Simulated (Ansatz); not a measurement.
Input and output for CH$_{3}$FZn (`F[CH2][ZnH]`).

```yaml
crystal:
  periodic: [false, false, false]
  atoms:
    - {symbol: F, position_ang: [-0.315857, -0.218018, -1.676924]}
    - {symbol: C, position_ang: [0.027797, -0.605981, -0.373137]}
    - {symbol: Zn, position_ang: [0.014312, 0.981310, 0.796996]}
    - {symbol: H, position_ang: [1.009928, -1.087847, -0.423927]}
    - {symbol: H, position_ang: [-0.690796, -1.370710, -0.059818]}
    - {symbol: H, position_ang: [-0.003286, 2.237246, 1.690510]}
basis:
  gaussian: {orbitals: aug-pcseg-2, final_grid: {core_spheres: 8, valence_spheres: 7, degree: 23}}
total_charge: -1
magnetization: {spin_polarized: true, initial_magnetization: 1}
hamiltonian: {xc: {name: PBE0-DH}}
scf: {lower_state_search: light}
```

```sh
$ ansatz run in.yaml --threads 2 --pin off --events-out ev --progress --plain --max-ram 4352MiB
```

Shortened log:

```
Functional definition: PBE0-DH
1649 factors; integrals over basis functions are off by at most 1.3e-3 eV
mean field evaluation 1: about -52203.1726 eV, gradient 3.2e1 eV
mean field evaluation 2: about -52203.3321 eV, gradient 3.2e1 eV
mean field evaluation 4: about -52206.6825 eV, gradient 4.3e0 eV
mean field evaluation 8: about -52206.7539 eV, gradient 6.2e-1 eV
mean field evaluation 16: about -52206.7765 eV, gradient 5.3e-2 eV
mean field evaluation 32: about -52206.7786 eV, gradient 4.4e-4 eV
mean field evaluation 64: about -52206.7786 eV, gradient 4.3e-6 eV
mean field -52206.77860830 eV, -1918.5637268294 hartree, gradient 4.8e-6 eV, S^2 0.750199; 11 other end points of the search recorded, 0 dependent functions left out
7 core orbitals not correlated: weight in the atoms' cores, before any rotation towards them, 1.000 or more for the frozen orbitals, at most 0.000 for the correlated occupied ones
reference -52206.77862956 eV, -1918.5637276107 hartree; 18, 17 occupied and 217, 218 virtual orbitals, 1649 factors
second order -37.11567096 eV of doubles, -0.00000000 eV of singles
Total energy: -52211.41808843 eV, -1918.7342245794 hartree
```

It took 2.2 min on 2 threads of an Intel Xeon Platinum 8175M on a shared host, with 1.1 GiB of host memory at the peak.
